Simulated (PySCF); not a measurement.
These are ωB97X-D3(BJ)/def2-TZVP // PBE0-D3(BJ)/def2-TZVP (PySCF) values and carry that method's errors. Isolated molecules, 0 K electronic values unless said otherwise. One relaxed conformer stands for a flexible species; it need not be the lowest. Delta-SCF ions had no search for a lower state. Excitations are Tamm–Dancoff values on a coarser integration grid. The basis has no diffuse functions, so Rydberg states are missing or too high.

Reference species (SMILES): `C=C(O)C[SiH3]` (C–C–O–H torsion 0°, O–C–C–Si torsion -69°) (neutral, multiplicity 1).

brightest of the four lowest singlets (TDA): 7.24 eV
vertical ionisation energy (Delta-SCF): 8.81 eV
T1 excitation (TDA): 4.47 eV

Changed species: `OC/C=C/[SiH3]` (H–O–C–C torsion 58°, O–C–C–C torsion -126°).

### Question
Predict the effect on the brightest of the four lowest singlets (TDA), vertical ionisation energy (Delta-SCF) and T1 excitation (TDA).

### Answer
the brightest of the four lowest singlets (TDA) rises by 0.07 eV, to 7.31 eV; the vertical ionisation energy (Delta-SCF) increases by 1.23 eV, to 10.04 eV; the T1 excitation (TDA) falls by 0.07 eV, to 4.40 eV.
